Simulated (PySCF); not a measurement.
**La⁴²⁺ (lanthanum, charge +42) across methods**

[Ne] 3s2 3p3, high-spin 4S determinant. Computed with PySCF 2.14 in an even-tempered Gaussian basis (18 s from 8.4 bohr⁻², ratio 2.5; 12 p from 11 bohr⁻², ratio 2.5; 4 d from 44 bohr⁻², ratio 2.7; 4 f from 66 bohr⁻², ratio 2.7), with the spin-free X2C one-electron Hamiltonian (Gaussian nucleus).

```tsv
method	E (hartree)	mean ε 3s α (eV)	mean ε 3s β (eV)	mean ε 3p α (eV)	Σ⟨r²⟩ (bohr²)	⟨S²⟩
UHF	-6898.55671	-3479.5	-3417.6	-3269.1	0.4612	3.750
BP86	-6900.34	-3412.8	-3387.1	-3224.8	0.4606	3.750
r2SCAN	-6899.50	-3421.5	-3385.8	-3228.8	0.4611	3.750
TPSSh	-6899.70	-3422.2	-3389.4	-3230.1	0.4608	3.750
PBE	-6899.26	-3412.5	-3385.8	-3224.6	0.4607	3.750
LDA	-6892.20	-3408.9	-3384.8	-3222.9	0.4611	3.750
```

(1) Estimate the same row for PBE0.

Spin-orbit coupling, which splits the p, d and f shells strongly at this Z, is absent. Spin-orbit coupling is strong in this species (close to jj coupling), so the high-spin LS determinant is a model state, not a physical level.

## Answers

(1) E (hartree) = -6899.25; mean ε 3s α (eV) = -3429.6; mean ε 3s β (eV) = -3394.4; mean ε 3p α (eV) = -3236.1; Σ⟨r²⟩ (bohr²) = 0.4608; ⟨S²⟩ = 3.750.
